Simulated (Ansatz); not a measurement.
H10Si4, charge +1, quartet, at a GFN2-xTB geometry of the parent state (a state made from the parent by changing its charge; the spin is typed, not shown lowest); R2SCAN/STO-3G in Ansatz (a program for electronic structure).

Ansatz was given this input:
Ansatz 0.2 input:
```yaml
crystal:
  periodic: [false, false, false]
  atoms:
    - {symbol: Si, position_ang: [-0.01394313, 2.09614472, -0.79913652]}
    - {symbol: Si, position_ang: [0.04558500, 0.14517732, 0.46898895]}
    - {symbol: Si, position_ang: [1.91744944, -1.16426879, 0.02240857]}
    - {symbol: Si, position_ang: [-1.94350764, -1.05927062, 0.36518505]}
    - {symbol: H, position_ang: [1.20137455, 2.90488590, -0.67825699]}
    - {symbol: H, position_ang: [-0.16176468, 1.78520261, -2.22362805]}
    - {symbol: H, position_ang: [-1.12917524, 2.98053605, -0.45309522]}
    - {symbol: H, position_ang: [0.18280575, 0.58219256, 1.88074744]}
    - {symbol: H, position_ang: [3.18280585, -0.44523778, 0.18824825]}
    - {symbol: H, position_ang: [1.89596136, -1.64599453, -1.36149566]}
    - {symbol: H, position_ang: [2.00972012, -2.35449961, 0.87123596]}
    - {symbol: H, position_ang: [-1.95871071, -2.23300110, 1.24140469]}
    - {symbol: H, position_ang: [-3.12199303, -0.26661890, 0.72371910]}
    - {symbol: H, position_ang: [-2.17919530, -1.55642221, -0.99312418]}
basis:
  gaussian:
    orbitals: STO-3G
hamiltonian:
  xc: r2scan
total_charge: 1
magnetization: {spin_polarized: true, initial_magnetization: 3}
```

What the program printed (banner, timings and long lists left out):

```
Functional definition: r2SCAN
516 factors; integrals over basis functions are off by at most 4.1e-5 eV
mean field evaluation 1: about -31288.3596 eV, gradient 1.6e1 eV
mean field evaluation 2: about -31286.1401 eV, gradient 2.1e1 eV
mean field evaluation 4: about -31290.4076 eV, gradient 5.3e-1 eV
mean field evaluation 8: about -31290.3549 eV, gradient 1.1e-1 eV
mean field evaluation 16: about -31290.3551 eV, gradient 2.9e-5 eV
mean field evaluation 32: about -31286.6041 eV, gradient 9.9e0 eV
mean field evaluation 64: about -31290.2953 eV, gradient 1.6e0 eV
mean field -31290.35513439 eV, -1149.8993418243 hartree, gradient 2.9e-5 eV, S^2 3.753485; 6 other end points of the search recorded, 0 dependent functions left out
reference -31290.35514414 eV, -1149.8993421826 hartree; 34, 31 occupied and 12, 15 virtual orbitals, 516 factors
Total energy: -31290.35514414 eV, -1149.8993421826 hartree
```
